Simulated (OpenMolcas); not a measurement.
Mn4+ among 5 point charges of -2 e arranged as a trigonal bipyramid (D3h), 1.86 Å from the ion, with the axial distance 1.600 Å.
```
   1.8600    0.0000    0.0000  -2.00
  -0.9300    1.6108    0.0000  -2.00
  -0.9300   -1.6108    0.0000  -2.00
   0.0000    0.0000    1.5996  -2.00
   0.0000    0.0000   -1.5996  -2.00
```

```
Program             : OpenMolcas 26.06
Method              : SS-CASPT2, IPEA 0.25 Eh, imaginary shift 0.1 Eh (closed shells correlated: 3s 3p)
Basis               : ANO-RCC-VDZP [5s4p2d1f]
Scalar Hamiltonian  : DKH2, point nucleus
Active space        : 3 electrons in 5 orbitals (3d)
State averaging     : 2S+1 = 4 even, 10 roots; 2S+1 = 2 even, 40 roots
Spin-orbit coupling : state interaction with AMFI integrals over the reference wave functions
```

Problem. What is the spin-free ground state (labels of D3, the rotations of D3h)?

Solution. 4E, 2-fold in its orbital part, 92 % from free-ion F terms; it has the highest spin that d3 allows.

Problem. Where is the first state of the same spin?

Solution. 4E at 56.5 cm-1 above the ground state. The two act as a nearly degenerate pair, with unquenched orbital momentum.

Problem. What are the lowest two levels with spin-orbit coupling?

Solution. A 2-fold level E1/2 with g = 0.33, 0.33, 1.24, then a 2-fold level E3/2 170 cm-1 above it. Their leading multiplicities are 4 (100 %) and 4 (100 %).

Problem. What is χT at 300 K, and how does it compare with the textbook value?

Solution. The lowest level has 2S+1 = 4, for which the spin-only value is χT = S(S+1) / 2 = 1.875 cm3 K/mol (g = 2). The computed 0.765 at 300 K differs by -1.110, through orbital momentum, spin-orbit coupling and any other state in reach.

Roots that are degenerate in the reference are averaged as groups; the widest CASPT2 spread within a group is 140 cm-1 (the 2-fold group of multiplicity 4 near 56.5 cm-1 above the lowest state of its run). Shifts and gaps below about the spread of the groups concerned are not significant. Spin-orbit coupling mixes the spin-free states strongly: the lowest level takes only 63 % from its leading state, 4E, which lies 57 cm-1 above the lowest spin-free state. An orbital doublet at a regular site is open to a Jahn-Teller distortion, which this geometry leaves out. Free-ion shares, where given, are those of the reference states; single-state CASPT2 does not remix them. Point charges carry no covalency, so the field is a model and not that of real ligands. No measured value stands beside these numbers.
